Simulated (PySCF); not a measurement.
A structure optimised at PBE-D3(BJ)/def2-SVP, used in a PySCF frequency run:

```xyz
7

Se    -0.0383    -0.4683     0.8966
Br     0.8224     1.1308    -0.6331
O     -0.8933    -1.6389    -0.1856
C     -2.1497    -1.2031    -0.7094
H     -2.0104    -0.3761    -1.4397
H     -2.5796    -2.0795    -1.2349
H     -2.8461    -0.8674     0.0892
```
Charge 0, spin multiplicity 1.

Problem. Write its SMILES and formula.

Solution. CO[Se]Br, CH3BrOSe

Problem. What are its rotational constants (standard atomic weights)?

Solution. 4.7153, 1.5220, 1.1990 GHz
